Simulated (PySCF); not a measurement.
FH₇N₂Si₂, SMILES [SiH2](N[SiH2]N)F.

Geometry optimised at PBE-D3(BJ)/def2-SVP. The structure was generated by enumeration, and PubChem lists no compound with its InChIKey, so it may never have been made. The values are those of a single conformer.

Method: PBE/def2-TZVP (PySCF).

Gas-phase values at a fixed geometry.

- total energy = -792.26642 hartree
- highest occupied level = -6.15 eV
- lowest empty level = -0.52 eV
- orbital gap = 5.62 eV
- dipole moment = 1.79 D
- quadrupole, principal values (traceless, Buckingham form, about the centre of nuclear charge) = -11.08, 3.27, 7.81 D·Å
- mean static polarisability = 68.4 bohr³ (10.14 Å³)
- polarisability, principal values = 60.8, 62.2, 82.3 bohr³
